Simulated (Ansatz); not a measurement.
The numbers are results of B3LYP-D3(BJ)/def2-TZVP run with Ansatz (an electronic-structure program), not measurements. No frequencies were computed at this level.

Ansatz 0.2 input:
```yaml
crystal:
  periodic: [false, false, false]
  atoms:
    - { symbol: C, position_ang: [-0.905613, -0.435853, -0.075372] }
    - { symbol: C, position_ang: [0.218079, 0.599377, 0.008416] }
    - { symbol: C, position_ang: [1.46089, -0.020557, 0.393723] }
    - { symbol: N, position_ang: [2.43946, -0.525577, 0.699812] }
    - { symbol: H, position_ang: [-1.051332, -0.918956, 0.888225] }
    - { symbol: H, position_ang: [-0.665192, -1.200599, -0.810562] }
    - { symbol: H, position_ang: [-1.83453, 0.048498, -0.366819] }
    - { symbol: H, position_ang: [0.363278, 1.08522, -0.960885] }
    - { symbol: H, position_ang: [-0.025037, 1.368447, 0.747399] }
basis:
  gaussian: { orbitals: def2-tzvp }
hamiltonian:
  xc: b3lyp
  dispersion: d3bj
relax:
  max_steps: 150
```

Output:

```
Functional definition: B3LYP
915 factors; their error is unknown
mean field evaluation 1: about -4675.3538 eV, gradient 6.4e1 eV
mean field evaluation 2: about -4670.6204 eV, gradient 7.6e1 eV
mean field evaluation 4: about -4684.0560 eV, gradient 5.2e0 eV
mean field evaluation 8: about -4684.1150 eV, gradient 5.2e-2 eV
mean field evaluation 16: about -4684.1035 eV, gradient 5.1e-5 eV
mean field -4684.10350183 eV, -172.1376286929 hartree, gradient 5.1e-5 eV, S^2 0.000000; 0 other end points of the search recorded, 0 dependent functions left out
reference -4684.10372938 eV, -172.1376370552 hartree; 15, 15 occupied and 139, 139 virtual orbitals, 915 factors
relax step   1: F+E_penalty+E_count = -4684.35540578 eV  Δ(F+E_penalty+E_count) = +0.000e0 eV  max|allowed force component| = 7.418e-1 eV/Å  Δτ_max = 0.0000 Å  (27 SCF iters, accepted)
these checks for a lower state are left out or cut short: starts, cluster_reference, orbital_swaps, neighbouring_geometries, increment
915 factors; their error is unknown
mean field -4684.11806909 eV, -172.1381640300 hartree, gradient 1.6e-5 eV, S^2 0.000000; 0 other end points of the search recorded, 0 dependent functions left out
reference -4684.11829728 eV, -172.1381724155 hartree; 15, 15 occupied and 139, 139 virtual orbitals, 915 factors
relax step   2: F+E_penalty+E_count = -4684.36819614 eV  Δ(F+E_penalty+E_count) = -1.279e-2 eV  max|allowed force component| = 2.456e-1 eV/Å  Δτ_max = 0.0359 Å  (31 SCF iters, accepted)
these checks for a lower state are left out or cut short: starts, cluster_reference, orbital_swaps, neighbouring_geometries, increment
915 factors; their error is unknown
mean field -4684.11942679 eV, -172.1382139244 hartree, gradient 1.6e-5 eV, S^2 0.000000; 0 other end points of the search recorded, 0 dependent functions left out
reference -4684.11965502 eV, -172.1382223118 hartree; 15, 15 occupied and 139, 139 virtual orbitals, 915 factors
relax step   3: F+E_penalty+E_count = -4684.36914924 eV  Δ(F+E_penalty+E_count) = -9.531e-4 eV  max|allowed force component| = 5.547e-2 eV/Å  Δτ_max = 0.0077 Å  (32 SCF iters, accepted)
these checks for a lower state are left out or cut short: starts, cluster_reference, orbital_swaps, neighbouring_geometries, increment
915 factors; their error is unknown
mean field evaluation 32: about -4684.1292 eV, gradient 4.9e-1 eV
mean field -4684.11948333 eV, -172.1382160021 hartree, gradient 1.6e-5 eV, S^2 0.000000; 0 other end points of the search recorded, 0 dependent functions left out
reference -4684.11971156 eV, -172.1382243894 hartree; 15, 15 occupied and 139, 139 virtual orbitals, 915 factors
relax step   4: F+E_penalty+E_count = -4684.36919157 eV  Δ(F+E_penalty+E_count) = -4.233e-5 eV  max|allowed force component| = 8.769e-3 eV/Å  Δτ_max = 0.0008 Å  (32 SCF iters, accepted)
915 factors; their error is unknown
mean field -4684.11948333 eV, -172.1382160021 hartree, gradient 1.6e-5 eV, S^2 0.000000; 1 other end points of the search recorded, 0 dependent functions left out
reference -4684.11971156 eV, -172.1382243894 hartree; 15, 15 occupied and 139, 139 virtual orbitals, 915 factors
Total energy: -4684.36941980 eV, -172.1474009981 hartree
Atom 0 at    -0.917461    -0.438802    -0.077575 Å, force     0.004359     0.000652     0.000883 eV/Å
Atom 1 at     0.218688     0.587906     0.010461 Å, force    -0.008769     0.000055    -0.001948 eV/Å
Atom 2 at     1.488562    -0.016879     0.399381 Å, force     0.003245     0.004929    -0.000220 eV/Å
Atom 3 at     2.480265    -0.511180     0.706704 Å, force    -0.001519    -0.002574     0.000165 eV/Å
Atom 4 at    -1.075807    -0.925796     0.884154 Å, force    -0.000499     0.000306    -0.000807 eV/Å
Atom 5 at    -0.689506    -1.207554    -0.815285 Å, force    -0.000770     0.000503     0.000385 eV/Å
Atom 6 at    -1.841929     0.058790    -0.370215 Å, force    -0.000660    -0.000811    -0.000016 eV/Å
Atom 7 at     0.360505     1.086784    -0.951095 Å, force     0.002381    -0.001586     0.000424 eV/Å
Atom 8 at    -0.023314     1.366731     0.737406 Å, force     0.002232    -0.001473     0.001136 eV/Å
Dipole moment:    -0.760928     0.318124    -0.225691 e Å
```

Cost: very roughly 30 core-seconds.
